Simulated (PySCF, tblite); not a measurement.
Compound: C₇H₉FO.
SMILES with atom numbers: `[CH:1]#[C:2][C@:3]1([CH2:4][F:5])[CH2:6][CH2:7][O:8][CH2:9]1` (hydrogens: H10 on C1; H11, H12 on C4; H13, H14 on C6; H15, H16 on C7; H17, H18 on C9)

Computed with GFN2-xTB (tblite), gas phase: nudged elastic band of 9 images (0 to 8), spring 0.2 eV/Å², climbing image at the end, force threshold 0.05 eV/Å. The top image wasn't refined or checked by frequencies; at this threshold it can lie a kcal/mol or more above the true saddle point of the method.

Path: rotation about C3–C4 (propargylic carbon, sp3 C–F carbon), followed by the dihedral C2–C3–C4–F5.

Image 0 (start, dihedral -66°):
```
atom  x, y, z in Å
C1      2.614    1.322   -0.260
C2      1.602    0.684   -0.239
C3      0.380   -0.095   -0.227
C4      0.704   -1.594   -0.286
F5      1.276   -1.932   -1.486
C6     -0.592    0.301   -1.363
C7     -1.949    0.455   -0.650
O8     -1.796   -0.099    0.642
C9     -0.477    0.177    1.033
H10     3.501    1.881   -0.281
H11     1.419   -1.873    0.495
H12    -0.216   -2.181   -0.192
H13    -0.283    1.233   -1.833
H14    -0.619   -0.474   -2.127
H15    -2.218    1.518   -0.567
H16    -2.762   -0.079   -1.142
H17    -0.226   -0.468    1.875
H18    -0.367    1.230    1.332
```

Image 8 (end, +0.003 eV, dihedral 60°):
```
atom  x, y, z in Å
C1      2.583    1.332   -0.612
C2      1.584    0.689   -0.472
C3      0.378   -0.096   -0.297
C4      0.701   -1.593   -0.403
F5      1.611   -1.969    0.552
C6     -0.729    0.275   -1.312
C7     -1.984    0.459   -0.435
O8     -1.677   -0.084    0.830
C9     -0.318    0.192    1.055
H10     3.459    1.895   -0.733
H11    -0.203   -2.186   -0.231
H12     1.145   -1.834   -1.375
H13    -0.479    1.192   -1.842
H14    -0.866   -0.521   -2.043
H15    -2.226    1.527   -0.335
H16    -2.859   -0.069   -0.817
H17     0.040   -0.449    1.861
H18    -0.170    1.246    1.332
```

Problem. What do the inner images look like?

Solution. 
Image 1: +0.029 eV, dihedral -50°
```
atom  x, y, z in Å
C1      2.612    1.310   -0.315
C2      1.598    0.678   -0.257
C3      0.374   -0.099   -0.226
C4      0.702   -1.597   -0.296
F5      1.555   -1.869   -1.335
C6     -0.608    0.301   -1.352
C7     -1.958    0.460   -0.625
O8     -1.794   -0.081    0.671
C9     -0.467    0.182    1.043
H10     3.499    1.868   -0.362
H11     1.197   -1.937    0.619
H12    -0.208   -2.179   -0.470
H13    -0.306    1.233   -1.826
H14    -0.643   -0.473   -2.117
H15    -2.228    1.522   -0.552
H16    -2.778   -0.081   -1.101
H17    -0.215   -0.465    1.884
H18    -0.340    1.233    1.342
```

Image 2: +0.092 eV, dihedral -35°
```
atom  x, y, z in Å
C1      2.607    1.306   -0.360
C2      1.593    0.676   -0.283
C3      0.371   -0.103   -0.234
C4      0.702   -1.605   -0.308
F5      1.782   -1.845   -1.119
C6     -0.627    0.304   -1.345
C7     -1.967    0.464   -0.598
O8     -1.784   -0.075    0.695
C9     -0.451    0.187    1.046
H10     3.494    1.862   -0.422
H11     0.955   -2.006    0.678
H12    -0.137   -2.167   -0.730
H13    -0.331    1.237   -1.822
H14    -0.679   -0.466   -2.114
H15    -2.235    1.527   -0.523
H16    -2.793   -0.078   -1.061
H17    -0.189   -0.453    1.888
H18    -0.318    1.240    1.338
```

Image 3: +0.154 eV, dihedral -20°
```
atom  x, y, z in Å
C1      2.602    1.305   -0.405
C2      1.588    0.677   -0.313
C3      0.369   -0.107   -0.244
C4      0.703   -1.613   -0.323
F5      1.946   -1.838   -0.856
C6     -0.647    0.307   -1.338
C7     -1.974    0.467   -0.571
O8     -1.772   -0.071    0.719
C9     -0.432    0.192    1.048
H10     3.489    1.859   -0.479
H11     0.702   -2.073    0.669
H12    -0.008   -2.140   -0.967
H13    -0.355    1.241   -1.817
H14    -0.716   -0.459   -2.110
H15    -2.242    1.530   -0.493
H16    -2.807   -0.075   -1.022
H17    -0.159   -0.443    1.890
H18    -0.296    1.247    1.334
```

Image 4 (top): +0.183 eV, dihedral -4°
```
atom  x, y, z in Å
C1      2.598    1.306   -0.449
C2      1.584    0.679   -0.347
C3      0.369   -0.108   -0.254
C4      0.703   -1.617   -0.339
F5      2.037   -1.843   -0.558
C6     -0.665    0.306   -1.331
C7     -1.980    0.468   -0.544
O8     -1.756   -0.069    0.742
C9     -0.412    0.196    1.050
H10     3.485    1.859   -0.533
H11     0.450   -2.129    0.594
H12     0.173   -2.096   -1.168
H13    -0.379    1.240   -1.813
H14    -0.750   -0.457   -2.103
H15    -2.247    1.531   -0.463
H16    -2.819   -0.075   -0.983
H17    -0.124   -0.437    1.889
H18    -0.274    1.251    1.333
```

Image 5: +0.160 eV, dihedral 12°
```
atom  x, y, z in Å
C1      2.595    1.307   -0.493
C2      1.582    0.680   -0.383
C3      0.369   -0.106   -0.264
C4      0.701   -1.614   -0.355
F5      2.046   -1.855   -0.249
C6     -0.683    0.302   -1.324
C7     -1.985    0.467   -0.518
O8     -1.739   -0.071    0.764
C9     -0.390    0.198    1.053
H10     3.482    1.859   -0.587
H11     0.220   -2.167    0.457
H12     0.391   -2.034   -1.317
H13    -0.403    1.235   -1.812
H14    -0.781   -0.463   -2.093
H15    -2.249    1.530   -0.433
H16    -2.829   -0.076   -0.944
H17    -0.088   -0.438    1.885
H18    -0.250    1.252    1.336
```

Image 6: +0.099 eV, dihedral 28°
```
atom  x, y, z in Å
C1      2.594    1.308   -0.537
C2      1.583    0.681   -0.415
C3      0.371   -0.102   -0.273
C4      0.699   -1.605   -0.371
F5      1.975   -1.875    0.052
C6     -0.699    0.296   -1.319
C7     -1.987    0.463   -0.492
O8     -1.721   -0.074    0.786
C9     -0.368    0.196    1.056
H10     3.478    1.862   -0.644
H11     0.026   -2.187    0.267
H12     0.635   -1.962   -1.404
H13    -0.426    1.228   -1.814
H14    -0.806   -0.474   -2.080
H15    -2.249    1.527   -0.404
H16    -2.839   -0.079   -0.905
H17    -0.050   -0.445    1.879
H18    -0.224    1.249    1.341
```

Image 7: +0.033 eV, dihedral 44°
```
atom  x, y, z in Å
C1      2.592    1.311   -0.584
C2      1.584    0.682   -0.443
C3      0.373   -0.098   -0.281
C4      0.698   -1.596   -0.386
F5      1.827   -1.907    0.328
C6     -0.712    0.291   -1.313
C7     -1.988    0.458   -0.466
O8     -1.702   -0.078    0.808
C9     -0.345    0.193    1.059
H10     3.472    1.867   -0.704
H11    -0.118   -2.192    0.035
H12     0.891   -1.890   -1.423
H13    -0.451    1.221   -1.816
H14    -0.826   -0.486   -2.068
H15    -2.248    1.522   -0.375
H16    -2.846   -0.084   -0.865
H17    -0.012   -0.453    1.872
H18    -0.197    1.245    1.344
```

The largest changes of bonds and angles from start to top: C3–C4 1.535 → 1.548 Å, C3–C6 1.547 → 1.550 Å, C3–C9 1.548 → 1.550 Å, C7–O8 1.414 → 1.412 Å, C4–C3–C9 108.7 → 110.3°, C3–C4–H12 110.1 → 111.3°, H11–C4–H12 110.5 → 109.2°. GFN2-xTB torsional profiles can miss by a kcal/mol or more and can put conformers in the wrong order.

Problem. What do single points at PBE0/pcSseg-1 (PySCF, no dispersion term) give on some images?

Solution. 
```json
{"image": "0", "GFN2-xTB E (eV)": "0.000", "DFT E (eV)": "0.000", "HOMO (eV)": "-7.63", "LUMO (eV)": "1.00", "dipole (D)": "1.07"}
{"image": "2", "GFN2-xTB E (eV)": "0.092", "DFT E (eV)": "0.166", "HOMO (eV)": "-7.59", "LUMO (eV)": "1.01", "dipole (D)": "1.15"}
{"image": "4", "GFN2-xTB E (eV)": "0.183", "DFT E (eV)": "0.313", "HOMO (eV)": "-7.56", "LUMO (eV)": "1.00", "dipole (D)": "1.54"}
{"image": "6", "GFN2-xTB E (eV)": "0.099", "DFT E (eV)": "0.163", "HOMO (eV)": "-7.60", "LUMO (eV)": "1.01", "dipole (D)": "2.03"}
{"image": "8", "GFN2-xTB E (eV)": "0.003", "DFT E (eV)": "-0.009", "HOMO (eV)": "-7.62", "LUMO (eV)": "1.07", "dipole (D)": "2.44"}
```

Energies count from image 0 at each level. At the GFN2-xTB top the DFT energy is 7.2 kcal/mol against 4.2; the geometries weren't optimised at the DFT level.

The cost below is that of the whole band run. Time: 3.1 s wall; peak memory 0.18 GiB. Hardware: an Intel Xeon Platinum 8488C with one thread (shared host).
